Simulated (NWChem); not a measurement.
System: C3H3BF2; SMILES C#CB(F)CF

The following NWChem deck was run.

```
start job
memory heap 200 mb stack 900 mb global 1100 mb
geometry units angstroms noautosym nocenter noautoz
  C      1.357122     2.066768     0.000000
  C      0.484432     1.218630     0.000000
  B     -0.579171     0.123977     0.000000
  F     -1.865399     0.457851     0.000000
  C     -0.252394    -1.415656     0.000000
  F      1.087631    -1.702986     0.000000
  H      2.127737     2.817803     0.000000
  H     -0.732922    -1.884457     0.882041
  H     -0.732922    -1.884457    -0.882041
end
basis spherical
  * library def2-tzvp
end
dft
  xc pbe0
  iterations 150
  semidirect filesize 400000000
end
property
  efieldgrad
end
task dft property
```

Excerpt of the output:

```
             Northwest Computational Chemistry Package (NWChem) 7.3.0
             --------------------------------------------------------

                             Geometry "geometry" -> ""
                             -------------------------

 Output coordinates in angstroms (scale by  1.889725989 to convert to a.u.)

  No.       Tag          Charge          X              Y              Z
 ---- ---------------- ---------- -------------- -------------- --------------
    1 C                    6.0000     1.35712200     2.06676800     0.00000000
    2 C                    6.0000     0.48443200     1.21863000     0.00000000
    3 B                    5.0000    -0.57917100     0.12397700     0.00000000
    4 F                    9.0000    -1.86539900     0.45785100     0.00000000
    5 C                    6.0000    -0.25239400    -1.41565600     0.00000000
    6 F                    9.0000     1.08763100    -1.70298600     0.00000000
    7 H                    1.0000     2.12773700     2.81780300     0.00000000
    8 H                    1.0000    -0.73292200    -1.88445700     0.88204100
    9 H                    1.0000    -0.73292200    -1.88445700    -0.88204100

 Effective nuclear repulsion energy (a.u.)     189.9278288232

                              NWChem Property Module
                              ----------------------

  itol2e modified to match energy
  convergence criterion.

                                 NWChem DFT Module
                                 -----------------

 Summary of "ao basis" -> "ao basis" (spherical)
 ------------------------------------------------------------------------------
       Tag                 Description            Shells   Functions and Types
 ---------------- ------------------------------  ------  ---------------------
 C                         def2-tzvp                11       31   5s3p2d1f
 B                         def2-tzvp                11       31   5s3p2d1f
 F                         def2-tzvp                11       31   5s3p2d1f
 H                         def2-tzvp                 4        6   3s1p

  itol2e modified to match energy
  convergence criterion.

[...]

          -----------------------
          Electric field gradient
          -----------------------

 1 a.u. = 0.324123 10**(16) esu/cm**3  ( or statvolts/cm**2 ) = 0.97174 10**(22) v/m**2

 ------------------------------------------------------------
   Atom      X         Y         Z
 ------------------------------------------------------------
    1 C    2.56459   3.90563   0.00000
 ------------------------------------------------------------

 Electric field gradient in molecular frame (a.u.)
         XX             YY             ZZ             XY             XZ             YZ
 ------------------------------------------------------------------------------------------
        0.155754       0.156319      -0.312073       0.221807       0.000000       0.000000

 Principal components (a.u.) and orientation
 of principal axis w.r.t. absolute frame                      Asymmetry parameter eta
 --------------------------------------------------------------------------------------
        0.377844      -0.312073      -0.065771                       0.651861

        0.706657      -0.000000       0.707557
        0.707557      -0.000000      -0.706657
        0.000000       1.000000       0.000000

 ------------------------------------------------------------
   Atom      X         Y         Z
 ------------------------------------------------------------
    2 C    0.91544   2.30288   0.00000
 ------------------------------------------------------------

 Electric field gradient in molecular frame (a.u.)
         XX             YY             ZZ             XY             XZ             YZ
 ------------------------------------------------------------------------------------------
        0.105788       0.071406      -0.177194       0.307666      -0.000000      -0.000000

 Principal components (a.u.) and orientation
 of principal axis w.r.t. absolute frame                      Asymmetry parameter eta
 --------------------------------------------------------------------------------------
        0.396743      -0.219549      -0.177194                       0.106756

        0.726563      -0.687100      -0.000000
        0.687100       0.726563       0.000000
       -0.000000      -0.000000       1.000000

 ------------------------------------------------------------
   Atom      X         Y         Z
 ------------------------------------------------------------
    3 B   -1.09447   0.23428   0.00000
 ------------------------------------------------------------

 Electric field gradient in molecular frame (a.u.)
         XX             YY             ZZ             XY             XZ             YZ
 ------------------------------------------------------------------------------------------
        0.104650       0.328600      -0.433251       0.016295      -0.000000      -0.000000

 Principal components (a.u.) and orientation
 of principal axis w.r.t. absolute frame                      Asymmetry parameter eta
 --------------------------------------------------------------------------------------
       -0.433251       0.329779       0.103471                       0.522350

        0.000000       0.072191       0.997391
        0.000000       0.997391      -0.072191
        1.000000      -0.000000      -0.000000

 ------------------------------------------------------------
   Atom      X         Y         Z
 ------------------------------------------------------------
    4 F   -3.52509   0.86521   0.00000
 ------------------------------------------------------------

[...]
```

Level: PBE0/def2-TZVP. Geometry: optimised at PBE0/def2-SVP. NWChem prints the field gradient with the sign opposite to the second derivative of the potential.
